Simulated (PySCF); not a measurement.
selenophene (C4H4Se), SMILES c1cc[se]c1. Coordinates come from a PBE-D3(BJ)/def2-SVP optimisation.

Computed with PBE-D3(BJ)/def2-SVP run with PySCF 2.14.0.

Harmonic wavenumbers (cm⁻¹): 397, 457, 544, 625, 654, 683, 760, 806, 847, 894, 1016, 1050, 1053, 1208, 1331, 1454, 1524, 3128, 3141, 3184, 3186. Rotational constants (GHz): 7.503, 3.345, 2.314; symmetry number 2.

### Question
Work out the zero-point energy and the ideal-gas rigid-rotor harmonic-oscillator thermochemistry at 298.15 K and 1 atm.

### Answer
ZPE = ½ Σ hcν = ½ × 27941 cm⁻¹ = 39.94 kcal/mol. H − E(el) = 43.31 kcal/mol. Entropy in cal/(mol K): translation 40.52, rotation 24.74, vibration 4.50, total 69.76. G − E(el) = 22.51 kcal/mol. Cp = 18.63 cal/(mol K).
